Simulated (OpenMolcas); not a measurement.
# Ionisation energies of dysprosium

- Program: OpenMolcas
- Basis: ANO-RCC-VQZP [9s8p6d4f3g2h]
- Scalar Hamiltonian: DKH2, point nucleus
- Spin-orbit coupling: RASSI with atomic mean-field integrals over the reference wave functions, term energies averaged over their components

Active shells in each charge state: the valence f shell, with orbitals averaged over the low states. Where CASPT2's correlated closed shells are named, they are those of the first ion.

A. CASSCF
B. SS-CASPT2, IPEA 0.25 Eh, imaginary shift 0.1 Eh (closed shells correlated: 5s 5p)
C. SS-CASPT2, IPEA 0 Eh, imaginary shift 0.1 Eh (closed shells correlated: 5s 5p)
D. SS-CASPT2, IPEA 0.25 Eh, imaginary shift 0.1 Eh (closed shells correlated: 4d 5s 5p)

Energies in eV between the lowest computed levels, named as in B; reference values from the NIST Atomic Spectra Database with their kind.

```tsv
From	To	A	B	C	D	Spin-orbit share in B	Reference
Dy2+ 4f¹⁰ ⁵I₈	Dy3+ 4f⁹ ⁶H°_15/2	19.065	23.722	23.836	23.932	+0.207	22.890 (semi-empirical)
Dy3+ 4f⁹ ⁶H°_15/2	Dy4+ 4f⁸ ⁷F₆	37.723	41.372	41.468	41.547	+0.220	41.230 (semi-empirical)
```

The lowest level within the active space need not be the ion's true ground level.

° marks odd parity.
